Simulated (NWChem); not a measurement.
System: CH$_{3}$ClSe; SMILES C[Se]Cl

All runs: NWChem. Pople sets run with spherical d functions. Medium grid unless said otherwise, to which SCAN and Minnesota functionals are sensitive. Geometry: optimised at PBE0/def2-SVP. Hybrids' shares of exact exchange are those that their runs print; pure functionals count as 0. The functionals differ in more than this share.

```csv
row,share of exact exchange,orbital gap (eV)
PBE/6-31G*,0.00,2.32
KT2/6-31G*,0.00,2.29
B3LYP/6-31G*,0.20,withheld
MPW1K/6-31G*,0.43,6.04
MN15/6-31G*,0.44,5.83
```

Task: Fit a straight line of the last column on the one before it, predict the withheld value, and compare with the run.

Result: 
1. Means of the 4 shown rows: x = 0.217, y = 4.120. Slope Σ(x − x̄)(y − ȳ)/Σ(x − x̄)² = 1.578/0.1893 = 8.337; intercept 2.307.
2. The shown rows scatter about the line by 0.104 (root mean square); the largest residual is +0.15, at MPW1K/6-31G*.
3. At x = 0.20 (B3LYP/6-31G*; inside the shown range) the line gives 3.97.
4. The run gives 4.01, +0.04 from the line, 0.4 times the scatter.
